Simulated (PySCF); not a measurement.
Excitation energy of Fe by level of theory

Fe [Ar] 3d6 4s2 (5D) → Fe [Ar] 3d5 4s2 5s1 (7S), as a difference of total energies. All numbers are calculated (PySCF 2.14, scalar relativity by spin-free X2C-1e, in aug-cc-pVTZ-DK (8s7p5d3f2g, 93 functions)). Correlated levels: valence: [Ar] frozen. The calculations carry no spin-orbit coupling.

| method | excitation energy (eV) |
| --- | --- |
| UHF | 5.989 |
| LDA | 8.921 |
| PBE0 | 8.308 |
| wB97X | 8.578 |
| wB97X-V | 8.502 |
| B3LYP | 8.583 |
| MP2 (valence) | 7.544 |
| SCS-MP2 (valence) | 7.745 |

Problem. Estimate what TPSS gives.

Solution. 8.846 eV, closest to LDA among the rows shown.

Problem. Estimate what PBE gives.

Solution. 8.791 eV, closest to LDA among the rows shown.

A first-order spin-orbit estimate (lowest level to lowest level, LS coupling) adds 0.052 eV.

The upper state lies above the first ionisation limit, where it may autoionise and the basis confines it. A Rydberg-like electron needs more diffuse functions than a valence basis has.

The promoted electron is Rydberg-like, and one or two diffuse shells describe it only roughly, which tends to raise the upper state.
